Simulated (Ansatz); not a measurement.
Conformers of `[CH3][Ga]([OH])[OH]`, each relaxed with PBE0-D4/def2-TZVP in Ansatz. CBS adds the triple-zeta coupled-cluster correction to the MP2 limit.

Outer-core shells of Ga are correlated without core-valence functions. Scalar relativity is left out up to krypton. Spin–orbit coupling is left out.

Not all of them had a frequency check.

Conformer A:

Cartesian coordinates in Å:
```
C -0.489 0.755 -1.153
Ga 0.061 -0.211 0.446
O -0.904 -0.179 1.944
O 1.530 -1.218 0.644
H -0.628 0.064 -1.987
H -1.426 1.279 -0.968
H 0.273 1.482 -1.441
H -0.509 -0.700 2.646
H 2.092 -1.272 -0.131
```

Conformer B:

Z-matrix (Å, degrees):
```
C
Ga 1 1.941
H 1 1.090 2 110.5
H 1 1.091 2 109.9 3 -120.3
H 1 1.091 2 110.2 3 121.0
O 2 1.791 1 121.3 3 7.8
O 2 1.791 1 121.2 3 -172.3
H 6 0.959 2 115.4 1 179.7
H 7 0.959 2 115.3 1 -179.8
```

Which is lowest in electronic energy at CCSD(T)/CBS (frozen core, def2 sets), and by how much? (An estimate is asked.)

Computed: A; B lies 0.9 kJ/mol higher. Gaps under about 2 kJ/mol don't settle the order.

Give the energies relative to A (kJ/mol) with ωB97M-V/def2-TZVPP, B3LYP/def2-TZVPP, MP2/def2-TZVPP, SCS-MP2/def2-TZVPP, HF/def2-QZVPP, MP2/def2-QZVPP, CCSD/CBS(def2). (Estimate.)

Ansatz gave: 
```tsv
level	B
ωB97M-V/def2-TZVPP	1.2
B3LYP/def2-TZVPP	1.0
MP2/def2-TZVPP	1.6
SCS-MP2/def2-TZVPP	1.4
HF/def2-QZVPP	1.1
MP2/def2-QZVPP	1.1
CCSD/CBS(def2)	0.9
```

B3LYP here is the variant with VWN-RPA as its local correlation; programs differ in this.
